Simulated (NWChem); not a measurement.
# Electron attachment to C2H2F

```
C
C 1 1.3127
F 1 1.3491 2 123.74
H 2 1.0862 1 142.61 3 0.00
H 1 1.0964 2 124.19 4 180.00
```
Charge 0, spin multiplicity 2.

The numbers come from NWChem runs, not from measurements. All single points use one geometry, from UB3LYP/def2-SVP, a minimum by its harmonic frequencies.

Basis set: def2-TZVPD. The species with one electron more has spin multiplicity 1 and keeps the geometry of the parent. Δ marks differences of total energies (open shells unrestricted). −ε marks an orbital energy of the parent. That orbital need not have the symmetry of the hole or added electron in the Δ rows. The basis adds only a small set of diffuse functions.

B3LYP has NWChem's definition, with VWN1-RPA local correlation. The structure started from a generated list of species. The unpaired electrons of the parent sit in orbitals of symmetry a' (Cs labels of the run); other states weren't searched. The stability of the SCF solutions was not checked.

### Question
For the vertical electron affinity, −ε(beta LUMO) of B3LYP gives 3.26 eV and −ε(beta LUMO) of PBE gives 4.04 eV. What do Δr2SCAN, ΔPBE, G0W0@CAM-B3LYP give?

### Answer
Δr2SCAN: 0.66 eV; ΔPBE: 0.88 eV; G0W0@CAM-B3LYP: 0.50 eV.
